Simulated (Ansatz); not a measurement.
One change: `O[SiH2][CH2][SbH2]` becomes `O[SiH2]C[AsH2]`.

Ansatz, PBE0-D4/def2-TZVP geometries, multiplicity 1. Each molecule was computed in one conformer, which needn't be the lowest.

Elements past krypton have def2 core potentials. Scalar relativity is left out up to krypton. Spin–orbit coupling is left out; it splits and shifts lone-pair levels of the heavy atoms by tenths of an eV.

```tsv
property	`O[SiH2][CH2][SbH2]`
HOMO energy (ωB97M-V/def2-TZVPP) / eV	-9.12
size of the dipole moment (ωB97M-V/def2-TZVPP) / D	0.97
HOMO energy (PBE/def2-TZVPP) / eV	-6.04
HOMO–LUMO gap (PBE/def2-TZVPP) / eV	4.96
size of the dipole moment (PBE/def2-TZVPP) / D	0.94
size of the dipole moment (B3LYP/def2-TZVPP) / D	1.01
```

What does the change do to each property? (An estimate is asked.)

Computed: 
```
                                          property  `O[SiH2]C[AsH2]`  shift
             HOMO energy (ωB97M-V/def2-TZVPP) / eV             -9.34  -0.22
size of the dipole moment (ωB97M-V/def2-TZVPP) / D              1.61   0.64
                 HOMO energy (PBE/def2-TZVPP) / eV             -6.11  -0.07
               HOMO–LUMO gap (PBE/def2-TZVPP) / eV              5.41   0.45
    size of the dipole moment (PBE/def2-TZVPP) / D              1.58   0.64
  size of the dipole moment (B3LYP/def2-TZVPP) / D              1.61   0.60
```

With PBE0 the HOMO falls by 0.18 eV and the LUMO rises by 0.45 eV, so the gap widens by about 0.63 eV. PBE moves the HOMO by -0.07 eV and ωB97M-V by -0.22 eV. Dipoles are sizes alone; their direction can turn.

Positive LUMOs are unbound, so they and the gaps depend on the basis.

B3LYP here is the variant with VWN-RPA as its local correlation; programs differ in this.
